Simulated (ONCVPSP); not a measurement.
# Transferability test, ONCV potential for hafnium (Hf)

```json
{
 "Element": "hafnium",
 "Generator": "ONCVPSP 4.0.1",
 "Type": "optimised norm-conserving Vanderbilt (ONCV)",
 "Functional": "LDA (Perdew-Wang 92)",
 "Relativity": "scalar-relativistic",
 "Frozen core": "[Kr] 4d10",
 "Valence charge": "26",
 "Reference configuration": "4f14 5s2 5p6 5d2 6s2",
 "Partial waves": "5s+6s: rc 2.05 bohr, ncon 4, nbas 7, qcut 4.9 1/bohr, 2 projectors; 5p: rc 1.25 bohr, ncon 4, nbas 7, qcut 5.3 1/bohr, 2 projectors, debl 1.5 Ha; 5d: rc 2.45 bohr, ncon 4, nbas 8, qcut 5.7 1/bohr, 3 projectors, debl 1.3 Ha; 4f: rc 0.80 bohr, ncon 5, nbas 9, qcut 19.4 1/bohr, 2 projectors, debl 0.6 Ha",
 "Local potential": "polynomial inside 0.80 bohr (lpopt 4, dvloc0 6 Ha)",
 "Core correction": "none"
}
```

In the f channel the program set the typed energies aside and used -0.626, 0.250 Ha.

Energies are relative to the spin-unpolarised reference configuration 4f14 5s2 5p6 5d2 6s2; without spin polarisation the order of configurations can differ from experiment. Not all tests gave a result: 1 of 4 tests not solved or not reliable.

| valence configuration | charge | ΔE all-electron (eV) | error AE − PS (meV) |
| --- | --- | --- | --- |
| 4f14 5s2 5p6 5d2 6s1 | +1 | 8.191 | -3.5 |
| 4f14 5s2 5p6 5d2 6s0 | +2 | 22.686 | -12 |
| 4f14 5s2 5p6 5d3 6s0 | +1 | 10.220 | -15 |

Levels in the configuration 4f14 5s2 5p6 5d2 6s0:

```json
{"level": "4f", "all-electron (eV)": "-32.264", "pseudo (eV)": "-32.397"}
{"level": "5s", "all-electron (eV)": "-82.390", "pseudo (eV)": "-82.435"}
{"level": "5p", "all-electron (eV)": "-50.895", "pseudo (eV)": "-50.893"}
{"level": "5d", "all-electron (eV)": "-17.015", "pseudo (eV)": "-17.010"}
```

Note: no bound ghost flagged; GHOST(+) flagged for s at 5.3 eV, d at 530.5 eV.
